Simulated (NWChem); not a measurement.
EMIM (C₆H₁₁N₂ cation); SMILES n1(cc[n+](c1)C)CC

```xyz
19

C      0.3154    -2.8566     0.7150
C      0.2718    -2.0252    -0.5516
N     -0.0658    -0.6186    -0.2962
C     -1.3124    -0.1364     0.0216
C     -1.1851     1.2074     0.2182
N      0.1387     1.5194     0.0198
C      0.7206     2.8504     0.1189
C      0.7939     0.3995    -0.2885
H      1.0754    -2.4841     1.4172
H      0.5721    -3.8937     0.4565
H     -0.6576    -2.8724     1.2273
H      1.2407    -2.0294    -1.0704
H     -0.4743    -2.4079    -1.2633
H     -2.1883    -0.7784     0.0780
H     -1.9269     1.9591     0.4776
H      0.5572     3.2515     1.1279
H      1.7978     2.7892    -0.0738
H      0.2581     3.5144    -0.6234
H      1.8588     0.3290    -0.5034
```
Atoms are numbered in this order, from 1.

Computed with NWChem. Pople sets run with spherical d functions. Geometry: optimised at PBE0/def2-SVP. Not confirmed as a minimum by frequencies. Level: PBE/6-31G* with COSMO at NWChem's default radii, gas-phase geometry; rows give the dielectric constant. Reactions with the solvent are ignored.

For dielectric constant 4.8:

```
Item                                       Value
-----------------------------------------  -----
electrostatic solvation energy (kcal/mol)  -41.5
```

Estimate the same quantities for dielectric constant 3.9.


| Quantity | Value |
|---|---|
| electrostatic solvation energy (kcal/mol) | -39.0 |
